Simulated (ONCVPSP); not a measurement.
## chromium: one change to an ONCV potential, before and after

- Element: Cr (Z = 24)
- Generator: ONCVPSP 4.0.1
- Type: optimised norm-conserving Vanderbilt (ONCV)
- Functional: Wu-Cohen
- Relativity: scalar-relativistic
- Frozen core: [Ne]
- Valence charge: 14
- Reference configuration: 3s2 3p6 3d5 4s1
- Partial waves: 3s+4s: rc 1.45 bohr, ncon 4, nbas 8, qcut 9.9 1/bohr, 2 projectors; 3p: rc 1.45 bohr, ncon 4, nbas 9, qcut 9.6 1/bohr, 2 projectors, debl 1.4 Ha; 3d: rc 2.10 bohr, ncon 5, nbas 9, qcut 8.4 1/bohr, 2 projectors, debl 1.1 Ha
- Local potential: polynomial inside 1.40 bohr (lpopt 4, dvloc0 0 Ha)
- Core correction: Teter function, fcfact 3.25, rcfact 1.75

In the p channel the program set the typed energies aside and used -1.667, 0.250 Ha.

Change: s: rc 1.72.

Cutoffs: the cutoffs (Ha) at which the residual kinetic energy of the hardest occupied pseudo-wave falls to 1 and 0.1 mHa per electron; they do not see the model core or the augmentation charge, which bear on the density cutoff. Errors are all-electron minus pseudo energies relative to the spin-unpolarised reference configuration.

How do hardness, ghosts and transferability respond?

The potential gets neither clearly harder nor softer (29 Ha and 35 Ha → 27 Ha and 33 Ha); the p channel sets the loose cutoff, while the largest relative change is in s, which becomes softer; of the 3 tests that both files solve, the error grows in 1 and shrinks in 0 by more than 15 % and 0.3 meV (median size 11.8 → 11.8 meV); neither file shows a bound ghost.

```csv
quantity,base,changed
"cutoff, loose",29 Ha,27 Ha
"cutoff, tight",35 Ha,33 Ha
loose cutoff by channel,"s 29 Ha, p 27 Ha, d 26 Ha","s 24 Ha, p 27 Ha, d 26 Ha"
bound ghosts,none,none
GHOST(+) flags under 300 eV,none,none
tests with a reliable result,3 of 4,3 of 4
"error for 3s2 3p6 3d5 4s0, meV [ΔE 6.84 eV]",+7.5,+7.2
"error for 3s2 3p6 3d4 4s0, meV [ΔE 22.86 eV]",+12,+12
"error for 3s1 3p6 3d5 4s1, meV [ΔE 80.07 eV]",-356,-457
p: phases at 1.47 bohr within 0.05 rad from the reference energy up to (Ha; the scan ends near 5),to the end of the scan,to the end of the scan
d: phases at 2.13 bohr within 0.05 rad from the reference energy up to (Ha; the scan ends near 5),to the end of the scan,to the end of the scan
"rms error of d²Exc/dni dnj with the model core, mHa",2.14,2.33
```
